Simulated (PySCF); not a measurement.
Predicted microwave data (PBE0/pcSseg-1 in PySCF (dipole) on a GFN2-xTB geometry, gas phase) for one isomer of C5H14P2:

- Rotational constants: A = 5345, B = 602.1, C = 565.6 MHz
- Dipole components: |μa| = 1.54 D, |μb| = 0.46 D, |μc| = 0.61 D
- Inertial defect: -40.38 u·Å²
- κ: -0.98

Question: Which structure is it? (One computed conformer of each.)
A. `[CH3:1][CH2:2][CH2:3][PH:4][CH2:5][CH2:6][PH2:7]` with C1–C2–C3–P4 58°, C2–C3–P4–C5 74°, C3–P4–C5–C6 159°, P4–C5–C6–P7 59°, C5–C6–P7–H 39° and -53°
B. `[CH3:1][CH2:2][P:3]([CH2:4][CH3:5])[CH2:6][PH2:7]` with C1–C2–P3–C4 86°, C2–P3–C4–C5 -177°, C2–P3–C6–P7 90°, P3–C6–P7–H -42° and 50°
C. `[CH3:1][CH:2]([CH3:3])[CH2:4][PH:5][CH2:6][PH2:7]` with C1–C2–C4–P5 176°, C2–C4–P5–C6 -176°, C4–P5–C6–P7 -169°, P5–C6–P7–H 49° and -43°
D. `[CH3:1][CH:2]([CH3:3])[PH:4][CH2:5][CH2:6][PH2:7]` with C1–C2–P4–C5 -170°, C2–P4–C5–C6 -165°, P4–C5–C6–P7 -26°, C5–C6–P7–H -70° and -163°

Answer: C. It is CC(C)CPCP, a near-prolate asymmetric top, point group C1. The candidates at the same level (rigid rotor, commonest isotopes):

```
   SMILES  A (MHz)  B (MHz)  C (MHz)  μa (D)  μb (D)  μc (D)  Δ (u·Å²)  point group                        rotor
CC(C)CPCP     5345    602.1    565.6    1.54    0.46    0.61    -40.38           C1  near-prolate asymmetric top
  CCCPCCP     3428    728.6    690.3    1.66    1.30    1.05   -109.02           C1  near-prolate asymmetric top
CCP(CC)CP     1826     1155    769.6    1.57    0.09    0.87    -57.54           C1               asymmetric top
CC(C)PCCP     3713    865.3    753.8    0.58    1.83    0.58    -49.76           C1  near-prolate asymmetric top
```

`CCP(CC)CP` has B 92 % too high; `CCCPCCP` has A 36 % too low; `CC(C)PCCP` has B 44 % too high. No structure here is proved a minimum.
